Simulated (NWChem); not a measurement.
## Correlation energy of H$_{3}$BN

SMILES: B[NH]
```xyz
5

B      0.6865    -0.1024     0.0000
N     -0.6301     0.0975     0.0000
H      1.4617     0.8401     0.0000
H      1.1440    -1.2344     0.0000
H     -1.6270     0.2236     0.0000
```
Charge 0, spin multiplicity 2.

All runs are NWChem calculations. All single points use one geometry, from UB3LYP/def2-SVP, a minimum by its harmonic frequencies. It is one conformer; others weren't searched.

Basis set: 6-31G*. Each correlation energy counts from its own Hartree-Fock reference.

```
method           correlation energy (mHa)
---------------  ------------------------
CCSDT on ROHF                      -253.6
CCSD on UHF                        -240.1
CCSD[T] on UHF                     -247.4
CCSD[T] on ROHF                    -253.7
SCS-UMP2                           -208.7
CCSD(T) on ROHF                    -252.8
CCSD(T) on UHF                     -246.5
CCSD on ROHF                       -246.0
UMP2                               -208.3
```

The values span 45.5 mHa, from CCSD[T] on ROHF (lowest) to UMP2 (highest). 

The correlated methods keep 2 core orbitals frozen. The Pople sets run with spherical d functions. The structure started from a generated list of species. The unpaired electrons of the parent sit in orbitals of symmetry a' (Cs labels of the run); other states weren't searched. No SCF solution was tested for a lower state. Open-shell Hartree-Fock references start from PBE0 orbitals. No row is a measurement; the coupled-cluster row has its own basis-set and correlation limits.
